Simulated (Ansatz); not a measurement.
`[F][In]([SH])[Br]` + H₂S → `[SH][In]([SH])[Br]` + H–F at 298.15 K and 1 bar (ligand exchange at the In–F bond).

Gas-phase electronic energies from Ansatz, PBE0-D4/def2-TZVP geometries. CCSD(T)/CBS is the MP2 limit (def2-TZVPP, def2-QZVPP) plus CCSD(T) − MP2 in def2-TZVPP, frozen cores. This one scheme is used for every species. def2 core potentials past Kr. For Br, In outer-core shells are correlated without core-valence functions, which leaves a few kJ/mol of doubt a bond. Scalar relativity is left out up to krypton. Each species was taken in one conformer, which may not be the lowest.

```csv
species,CCSD(T)/CBS energy (Eh),H − E (kJ/mol),S (J/(mol·K))
`[F][In]([SH])[Br]`,-3261.42177,50.9,367.1
H₂S,-398.97279,49.9,205.7
`[SH][In]([SH])[Br]`,-3560.01440,73.0,388.7
H–F,-100.39570,33.5,173.6
```

H − E and S are ideal-gas, rigid-rotor, harmonic terms from PBE0-D4/def2-TZVP, for one conformer and one mirror image of each species. 1 Eh = 2625.50 kJ/mol, R = 8.31446 J/(mol·K).

**Question.** By hand: ΔE, ΔH, ΔS and ΔG.

**Answer.** ΔE = (-3560.01440) + (-100.39570) − (-3261.42177) − (-398.97279) = -0.01554 Eh = -40.8 kJ/mol. Δ(H − E) = 73.0 + 33.5 − 50.9 − 49.9 = 5.7, so ΔH = -35.1 kJ/mol. ΔS = 388.7 + 173.6 − 367.1 − 205.7 = -10.5 J/(mol·K). ΔG = -35.1 − 298.15 × (-10.5)/1000 = -32.0 kJ/mol.

**Question.** By hand: the equilibrium constant, and the temperature at which ΔG would vanish if ΔH and ΔS stayed fixed.

**Answer.** log₁₀ K = −ΔG/(RT ln 10) = 5.6. ΔG = 0 at ΔH/ΔS = 3343 K, far beyond where these terms or the molecules hold.

The number of gas molecules stays the same, so ΔS is small and ΔH decides. A doubt of 5 kJ/mol in ΔE shifts log₁₀ K by 0.9 here. Other conformers and mirror images would add mixing entropy, several J/(mol·K) or more a flexible species. These are equilibria of isolated gas molecules and say nothing of rates. Largest T1 diagnostic: 0.013 (customary marks: 0.02 for closed shells, 0.045 for open ones).
